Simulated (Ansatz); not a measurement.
Geometry optimisation of Bi3⁺.

```yaml
crystal:
  periodic: [false, false, false]
  atoms:
    - {symbol: Bi, position_ang: [-1.073300, -0.213360, 1.255240]}
    - {symbol: Bi, position_ang: [1.543450, -0.614450, 0.113310]}
    - {symbol: Bi, position_ang: [-0.470150, 0.827810, -1.368550]}
basis:
  gaussian: {orbitals: def2-SVP}
total_charge: 1
hamiltonian: {xc: {name: B3LYP}, dispersion: d4}
scf: {omitted_lower_state_checks: [starts]}
output: {orbitals: {seedname: orbitals}}
relax: {f_tol: 0.02, max_steps: 100}
```

```sh
$ ansatz run in.yaml --threads 2 --pin off --events-out ev --progress --plain --max-ram 4352MiB
```

Output, abridged:

```
Functional definition: B3LYP
mean field -17523.23490512 eV, -643.9670050879 hartree, gradient 3.0e-5 eV, S^2 0.000000; 0 other end points of the search recorded, 0 dependent functions left out
relax step   1: F+E_penalty+E_count = -17523.51048371 eV  Δ(F+E_penalty+E_count) = +0.000e0 eV  max|allowed force component| = 4.692e-1 eV/Å  Δτ_max = 0.0000 Å  (25 SCF iters, accepted)
mean field -17523.22888919 eV, -643.9667840064 hartree, gradient 2.6e-5 eV, S^2 0.000000; 0 other end points of the search recorded, 0 dependent functions left out
relax step   2: F+E_penalty+E_count = -17523.50340931 eV  Δ(F+E_penalty+E_count) = +7.074e-3 eV  max|allowed force component| = 5.196e-1 eV/Å  Δτ_max = 0.0472 Å  (31 SCF iters, rejected (line search))
mean field -17523.24991113 eV, -643.9675565486 hartree, gradient 9.0e-6 eV, S^2 0.000000; 0 other end points of the search recorded, 0 dependent functions left out
relax step   3: F+E_penalty+E_count = -17523.52505530 eV  Δ(F+E_penalty+E_count) = -1.457e-2 eV  max|allowed force component| = 1.056e-2 eV/Å  Δτ_max = 0.0203 Å  (31 SCF iters, accepted)
mean field -17523.24991113 eV, -643.9675565486 hartree, gradient 9.0e-6 eV, S^2 0.000000; 0 other end points of the search recorded, 0 dependent functions left out
Total energy: -17523.52525833 eV, -643.9776753717 hartree
Atom 0 at    -1.087064    -0.215363     1.269811 Å, force    -0.007418    -0.001383     0.008485 eV/Å
Atom 1 at     1.562452    -0.621543     0.113724 Å, force     0.010564    -0.004145     0.000650 eV/Å
Atom 2 at    -0.475388     0.836907    -1.383534 Å, force    -0.003146     0.005529    -0.009136 eV/Å
Dipole moment:    -0.000002     0.000003    -0.000005 e Å
Checks for a lower state left out: starts
```

It took 6.5 s on 2 threads of Intel Xeon 6975P-C on a shared host.

In the def2 sets Bi takes a core potential; there is no spin–orbit coupling. The structure comes from a short search, and lower isomers may exist.
